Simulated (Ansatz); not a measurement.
Calculated with Ansatz (gas phase, PBE0-D4/def2-TZVP geometries, no zero-point term in ΔE). CBS: MP2 limit from def2 TZ/QZ plus the TZ coupled-cluster correction, frozen cores. This one scheme is used for every species. DFT in def2-TZVPP. B3LYP here is the variant with VWN-RPA as its local correlation; programs differ in this. HSE06 is defined as in plane-wave codes. Each species was taken in one conformer, which may not be the lowest.

Reaction (ligand exchange at a B–S bond): `CB(C)S` + `N[SiH3]` → `CB(C)N[SiH3]` + H₂S

```tsv
level	ΔE (kJ/mol)	difference from CCSD(T)/CBS
CAM-B3LYP-D4	-41.6	-4.2
B2PLYP	-35.3	2.1
PBE-QIDH	-33.3	4.1
revPBE	-24.2	13.2
PBE0	-30.1	7.3
B3LYP	-34.3	3.1
r2SCAN0	-32.6	4.8
HSE06	-30.1	7.3
HF/def2-SVP	-45.1	-7.7
HF/def2-TZVPP	-38.9	-1.5
MP2/def2-TZVPP	-35.7	1.7
SCS-MP2/def2-TZVPP	-37.8	-0.4
CCSD/def2-TZVPP	-40.5	-3.1
CCSD(T)/def2-TZVPP	-39.5	-2.1
HF/CBS(def2)	-39.8	-2.4
CCSD/CBS(def2)	-38.5	-1.1
CCSD(T)/CBS	-37.4	0
```

(1) What do rigid-rotor, harmonic-oscillator terms from PBE0-D4/def2-TZVP frequencies (298.15 K, 1 bar) make of the CCSD(T)/CBS value? (Estimate.)

Largest T1 diagnostic among the species: 0.012.

Answers

(1) The calculation gave: ΔZPE = -6.5 kJ/mol, ΔH = -42.2 kJ/mol, ΔS = -13 J/(mol·K), ΔG = -38.2 kJ/mol.

The D4 term adds −4.5 kJ/mol with B3LYP and −2.9 kJ/mol with PBE0; it sums over pairs of atoms, weighted by their polarisabilities, and B3LYP, whose exchange is more repulsive, gets the larger term. From BLYP to BHLYP (50 % exact exchange), in def2-TZVPP and without D4, ΔE moves by −5.7 kJ/mol.
